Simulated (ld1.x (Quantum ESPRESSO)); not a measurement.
# Transferability test, TM semilocal potential for N (Z = 7)

ld1.x (Quantum ESPRESSO) 7.5 input, shortened:

```
&input
   title='N', zed=7., rel=0, dft='PZ', iswitch=3,
   config='[He] 2s2 2p2'
 /
 &inputp
   pseudotype=1, tm=.true., lloc=0,
   nlcc=.false.
 /
2
2P  2  1   2.00   0.00  1.45  1.45  0.0
2S  1  0   2.00   0.00  0.90  0.90  0.0
 &test
   configts(1)='2s2 2p2'
 /
```

Energies are relative to the spin-unpolarised reference configuration 2s2 2p2; without spin polarisation the order of configurations can differ from experiment. Spin-polarised rows fill each open shell by Hund’s rule, majority spin first. The frozen-core shift is the all-electron ΔE with the core orbitals held at their reference shape minus the fully relaxed ΔE.

| valence configuration | charge | ΔE all-electron (eV) | error AE − PS (meV) | frozen-core shift (meV) |
| --- | --- | --- | --- | --- |
| 2s2 2p3 | 0 | -13.737 | +5.0 | +0.2 |
| 2s2 2p1 | +2 | 28.975 | +55 | +1.2 |
| 2s2 2p0 | +3 | 76.142 | +446 | +10.0 |
| 2s0 2p5 | 0 | 8.655 | +108 | +1.6 |
| 2s2 2p3.3 | -0.3 | -15.404 | +4.0 | +0.2 |
| 2s1 2p3 | +1 | 11.420 | +19 | +0.5 |
| 2s2 2p2.5 | +0.5 | -8.568 | +2.9 | +0.1 |
| 2s2 2p2 (spin-polarised) | +1 | -1.689 | +186 | +2.4 |

What are ΔE and the potential's error for 2s2 2p3 (spin-polarised)?

ΔE = -16.630 eV all-electron; the error (AE − PS) is +289 meV.

Levels in the configuration 2s1 2p3:

```json
{"level": "2s", "all-electron (eV)": "-32.330", "pseudo (eV)": "-32.334"}
{"level": "2p", "all-electron (eV)": "-20.891", "pseudo (eV)": "-20.933"}
```
